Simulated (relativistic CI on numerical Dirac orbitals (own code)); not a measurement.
## Crystal-field levels of Cd⁴⁺, 4d8

Calculated by Dirac-Coulomb-Breit CI, KLI orbitals optimised for each configuration, model QED, valence Slater integrals scaled by 0.9, one configuration in a parametric crystal field (own radial code). With so little scaling, terms lie 10 to 35 % too far apart, which can change the order of excited levels.

Field parameters in Wybourne normalisation: Oh B⁴₀ = 21Dq, B⁴₄ = √(5/14) B⁴₀. The field is a parameter set, without covalency.

S and J are read from ⟨S²⟩ = S(S + 1) and ⟨J²⟩ = J(J + 1) of each level; they are not fictitious spins.

Oh, 10Dq = 42200 cm⁻¹, the lowest 16 levels:

```
E (cm⁻¹)  Degeneracy  Irrep     S     J
     0.0           3     T2  1.00  3.39
   16033           2      E  0.03  2.91
   30090           1     A1  0.04  3.37
   41502           2      E  0.99  3.65
   41580           3     T1  1.00  3.51
   42936           3     T2  0.99  3.12
   43767           1     A2  1.00  3.00
   53412           3     T2  0.97  2.20
   53832           3     T1  0.99  2.29
   54011           2      E  0.99  2.10
   54146           1     A1  0.98  2.54
   58706           3     T2  0.10  2.85
   63137           3     T1  0.04  3.97
   87226           1     A1  0.99  2.90
   88396           3     T1  1.00  2.84
   89798           2      E  0.99  2.49
```

Oh, 10Dq = 22850 cm⁻¹, the lowest 10 levels:

| E (cm⁻¹) | Degeneracy | Irrep | S | J |
| --- | --- | --- | --- | --- |
| 0.0 | 3 | T2 | 1.00 | 3.47 |
| 15252 | 2 | E | 0.21 | 2.87 |
| 22322 | 3 | T1 | 1.00 | 3.58 |
| 22585 | 2 | E | 0.94 | 3.68 |
| 23855 | 3 | T2 | 0.99 | 3.07 |
| 24673 | 1 | A2 | 1.00 | 3.00 |
| 27132 | 1 | A1 | 0.43 | 3.43 |
| 33006 | 3 | T1 | 0.99 | 2.75 |
| 33823 | 3 | T2 | 0.99 | 2.25 |
| 34082 | 1 | A1 | 0.78 | 3.43 |

Oh, 10Dq = 17600 cm⁻¹, the lowest 16 levels:

```csv
E (cm⁻¹),Degeneracy,Irrep,S,J
0.0,3,T2,1.00,3.52
14060,2,E,0.55,3.12
17116,3,T1,1.00,3.62
18201,2,E,0.75,3.46
18781,3,T2,0.99,3.03
19573,1,A2,1.00,3.00
23521,1,A1,0.81,3.50
26781,3,T1,0.99,2.95
28315,3,T2,1.00,2.31
29513,2,E,0.93,2.26
30306,1,A1,0.38,3.73
32926,3,T2,0.25,2.62
38855,3,T1,0.13,3.86
42360,1,A1,0.98,1.59
42475,2,E,1.00,2.26
42816,3,T1,0.96,2.17
```

The free-ion ground term has S = 1. Every field shown keeps that spin.

Levels of this model without a field, named by their leading LS term: ³F4 0, ³F3 5057, ³F2 7108, ³P2 15040, ³P1 20340, ³P0 20514, ¹D2 21596, ¹G4 24507 cm⁻¹.
